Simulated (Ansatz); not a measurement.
One geometry of the cluster Li8H8, several levels of theory.

```yaml
crystal:
  periodic: [false, false, false]
  atoms:
    - {symbol: Li, position_ang: [0.100835, -1.105825, -0.803161]}
    - {symbol: Li, position_ang: [1.324243, -1.272866, -3.039333]}
    - {symbol: Li, position_ang: [2.072954, 0.534210, -1.496238]}
    - {symbol: Li, position_ang: [-1.089022, 1.248163, 3.141130]}
    - {symbol: Li, position_ang: [-2.170863, -0.477213, 1.712780]}
    - {symbol: Li, position_ang: [-0.125271, 0.721303, -2.708702]}
    - {symbol: Li, position_ang: [-0.317739, 1.128562, 0.708994]}
    - {symbol: Li, position_ang: [0.206322, -0.776484, 2.485241]}
    - {symbol: H, position_ang: [-1.987403, 1.322136, 1.543859]}
    - {symbol: H, position_ang: [-0.443782, -1.063709, -2.598728]}
    - {symbol: H, position_ang: [1.908579, -1.265535, -1.300165]}
    - {symbol: H, position_ang: [1.609925, 0.531336, -3.275113]}
    - {symbol: H, position_ang: [0.557618, 1.003339, 2.369856]}
    - {symbol: H, position_ang: [0.369537, 1.006231, -0.961139]}
    - {symbol: H, position_ang: [-1.388865, -0.554535, 3.371188]}
    - {symbol: H, position_ang: [-0.627059, -0.979091, 0.849541]}
basis:
  gaussian: {orbitals: def2-TZVP, initial_orbitals: start.molden}
hamiltonian: {xc: pbe0, dispersion: d4}
scf: {omitted_lower_state_checks: [starts]}
output: {orbitals: {seedname: orbitals}}
```

The file start.molden holds the orbitals of an earlier run on this structure, at another level or in another basis.

```sh
$ ansatz run in.yaml --threads 4 --pin off --events-out ev --progress --plain --max-ram 3916MiB
```

Shortened log:

```
Functional definition: PBE0
1384 factors; their error is unknown
mean field evaluation 1: about -1721.5527 eV, gradient 7.9e1 eV
mean field evaluation 2: about -1747.4263 eV, gradient 4.1e1 eV
mean field evaluation 4: about -1766.5697 eV, gradient 1.1e0 eV
mean field evaluation 8: about -1766.5855 eV, gradient 3.4e-5 eV
mean field -1766.58547974 eV, -64.9208189459 hartree, gradient 3.4e-5 eV, S^2 0.000000; 0 other end points of the search recorded, 0 dependent functions left out
reference -1766.58557100 eV, -64.9208222994 hartree; 16, 16 occupied and 144, 144 virtual orbitals, 1384 factors
Total energy: -1766.85875243 eV, -64.9308615320 hartree
Checks for a lower state left out: starts
```

Run time 1.8 s (4 threads of Arm Neoverse V2 on a shared host).

First input, but with `hamiltonian: {xc: pbe, dispersion: d4}`, `output: {forces: true, orbitals: {seedname: orbitals}}` (abridged; 1.9 s):

```
Functional definition: PBE
mean field -1765.22563449 eV, -64.8708455546 hartree, gradient 4.1e-6 eV, S^2 0.000000
Total energy: -1765.54380924 eV, -64.8825382611 hartree
Atom 0 force    -0.003578    -0.009558     0.006390 eV/Å
Atom 1 force    -0.022750     0.050395     0.050319 eV/Å
Atom 2 force    -0.055685    -0.028823    -0.020471 eV/Å
Atom 3 force     0.012159    -0.049472    -0.054768 eV/Å
Atom 4 force     0.060228     0.022745     0.012460 eV/Å
Atom 5 force     0.045158    -0.033906     0.033196 eV/Å
Atom 6 force     0.003992     0.009657    -0.006235 eV/Å
Atom 7 force    -0.046836     0.039665    -0.024077 eV/Å
Atom 8 force     0.021789    -0.024179     0.008564 eV/Å
Atom 9 force     0.024930     0.019196     0.011742 eV/Å
Atom 10 force    -0.023328     0.021096    -0.007694 eV/Å
Atom 11 force    -0.006509    -0.010285     0.014340 eV/Å
Atom 12 force    -0.025000    -0.015944    -0.013186 eV/Å
Atom 13 force    -0.006619    -0.019253     0.020874 eV/Å
Atom 14 force     0.007902     0.010140    -0.013815 eV/Å
Atom 15 force     0.014148     0.018525    -0.017637 eV/Å
Dipole moment:     0.004234    -0.000457     0.001955 e Å
Checks for a lower state left out: starts
```

First input, but with `hamiltonian: {xc: {name: CAM-B3LYP}, dispersion: d4}` (abridged; 1.8 s):

```
Functional definition: CAM-B3LYP
mean field -1768.93728104 eV, -65.0072460496 hartree, gradient 4.9e-5 eV, S^2 0.000000
Total energy: -1769.21310056 eV, -65.0173822298 hartree
Checks for a lower state left out: starts
```

First input, but with `correlation: {method: ccsd_t}` and without the key `hamiltonian` (abridged; 32 s):

```
Functional definition: HF
mean field -1751.12339227 eV, -64.3525977118 hartree, gradient 3.7e-6 eV, S^2 0.000000
second order -12.08199269 eV of doubles, -0.00000000 eV of singles
cycle   1  -13.94985000 eV  change    -1.9e0 eV  update   7.7e-2
cycle   2  -14.48054777 eV  change   -5.3e-1 eV  update   2.5e-2
cycle   3  -14.46795164 eV  change    1.3e-2 eV  update   6.2e-3
cycle   4  -14.46437061 eV  change    3.6e-3 eV  update   2.2e-3
cycle   5  -14.46638938 eV  change   -2.0e-3 eV  update   7.0e-4
cycle   6  -14.46660319 eV  change   -2.1e-4 eV  update   2.0e-4
cycle   7  -14.46647103 eV  change    1.3e-4 eV  update   7.1e-5
cycle   8  -14.46645946 eV  change    1.2e-5 eV  update   2.4e-5
perturbative correction -0.09100163 eV, -0.0033442484 hartree
Total energy: -1765.68085336 eV, -64.8875745396 hartree
Checks for a lower state left out: starts
```

As the first input, with `hamiltonian: {xc: lda}` (abridged; 0.95 s):

```
Functional definition: SPW92
mean field -1738.42992379 eV, -63.8861213492 hartree, gradient 7.5e-6 eV, S^2 0.000000
Total energy: -1738.43003540 eV, -63.8861254507 hartree
Checks for a lower state left out: starts
```

As the first input, with `hamiltonian: {xc: r2scan, dispersion: d4}` (abridged; 2.7 s):

```
Functional definition: r2SCAN
mean field -1769.84234288 eV, -65.0405064587 hartree, gradient 2.5e-5 eV, S^2 0.000000
Total energy: -1769.93418525 eV, -65.0438816033 hartree
Checks for a lower state left out: starts
```

Geometry: r2SCAN-D4/def2-SVP.

Correlated methods freeze no core orbitals; core or outer-core shells of Li are correlated, in sets that lack core-valence functions. Another isomer (singlet) lies 0.62 eV lower at PBE0-D4/def2-TZVP; other spin states weren't run for this one.
